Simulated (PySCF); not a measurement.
# Orbital energies, ionisation energy and electron affinity

C7H9NO2.
Geometry (PBE0-D3(BJ)/def2-SVP, Å), atoms numbered from 1 in this order:
```
atom  x, y, z in Å
N1    -2.7469    0.5314   -0.5248
C2    -1.8664   -0.2495    0.1506
O3    -2.1851   -0.9245    1.1081
C4    -0.4307   -0.1834   -0.3594
C5     0.3274   -1.4526    0.0025
C6     1.7971   -1.3252   -0.2209
C7     2.4360   -0.1483   -0.3345
C8     1.7299    1.1375   -0.1843
O9     2.2893    2.2027   -0.3288
C10    0.2705    1.0489    0.2202
H11   -3.6998    0.5861   -0.1900
H12   -2.4697    1.1023   -1.3094
H13   -0.4452   -0.0819   -1.4596
H14    0.1207   -1.6967    1.0610
H15   -0.0664   -2.3112   -0.5649
H16    2.3737   -2.2540   -0.2928
H17    3.5116   -0.0874   -0.5183
H18   -0.2212    1.9897   -0.0658
H19    0.2420    0.9949    1.3242
```

Level: CAM-B3LYP/def2-SVPD (PySCF). Frontier orbitals with their largest atomic shares (Löwdin; up to four atoms above 4 %):

```tsv
orbital	ε (eV)	main atoms
HOMO−3	-9.74	N1 45 %, O3 33 %, C2 11 %
HOMO−2	-9.57	O3 40 %, O9 10 %, C7 10 %, C6 9 %
HOMO−1	-9.18	C7 23 %, C6 19 %, O9 17 %, O3 16 %
HOMO	-8.70	?
LUMO	-0.54	C6 26 %, O9 21 %, C8 21 %, C7 14 %
LUMO+1	0.90	H12 18 %, H13 11 %, N1 11 %, C2 10 %
LUMO+2	1.36	C2 34 %, O3 25 %, N1 12 %, C4 6 %
```

**Question.** What vertical ionisation energy does ΔSCF give, and how far is −ε(HOMO) from it?

**Answer.** ΔSCF: 9.36 eV (903 kJ/mol; threshold wavelength 132 nm); ⟨S²⟩ of the doublet left behind is 0.759, against 0.75 for a pure doublet. −ε(HOMO) is 8.70 eV, 0.66 eV below it. In exact Kohn–Sham theory the two would be equal; CAM-B3LYP (range-separated hybrid) falls short of its own ΔSCF value by 7 %. Holes in the HOMO−1 and HOMO−2 were tried too where these lie within 1.2 eV of the HOMO; the lowest converged state counts.

**Question.** On which atoms does the HOMO lie?

**Answer.** O9 (ketone oxygen) 45 %, O3 (amide oxygen) 13 %, C8 (ketone carbonyl carbon) 10 %, C10 (sp3 carbon next to a carbonyl) 9 %. The HOMO−1 lies 0.48 eV lower.

**Question.** And the vertical electron affinity, the fundamental gap, Mulliken's electronegativity and the hardness (with the factor ½)?

**Answer.** EA = -0.12 eV by ΔSCF (−ε(LUMO) = 0.54 eV); a negative value means that the added electron isn't bound at this geometry and level, and the number then depends on the basis. IE − EA = 9.48 eV against an orbital gap of 8.16 eV; (IE + EA)/2 = 4.62 eV; (IE − EA)/2 = 4.74 eV. Parr's electrophilicity index (IE + EA)²/[8(IE − EA)] is 1.13 eV.

**Question.** The lowest singlet excitation (vertical TDDFT, same level) lies at 3.89 eV. How far is it below IE − EA?

**Answer.** IE − EA = 9.48 eV, so by 5.59 eV.

**Question.** How many of the 10 lowest singlet excitations (vertical TDDFT, same level) lie below the ionisation energy?

**Answer.** All 10; they run from 3.89 to 7.48 eV.

**Question.** What kinetic energy would electrons from this vertical process carry with He I light (21.218 eV)?

**Answer.** 21.22 − 9.36 = 11.86 eV.

One conformer (not necessarily the lowest) at the PBE0-D3(BJ)/def2-SVP geometry, without solvent, vibrations or thermal averaging.
